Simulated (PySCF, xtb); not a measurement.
SiHI, SMILES [SiH]I (connectivity only; charge and spin as stated), neutral, multiplicity 1.

GFN2-xTB run with xtb 6.7.1 at its own geometry gives an orbital gap of 2.34 eV and a dipole moment of 4.74 D.

Coordinates come from a PBE0-D3(BJ)/def2-TZVP optimisation. The def2 effective core potentials stand for the cores of I; spin–orbit coupling is left out.

**Question.** What does CAM-B3LYP/def2-TZVPD run with PySCF give? (Estimate from the structure and the level; the computed values follow.)

**Answer.** gap 5.93 eV (levels -8.05 and -2.12 eV), dipole 1.04 D.
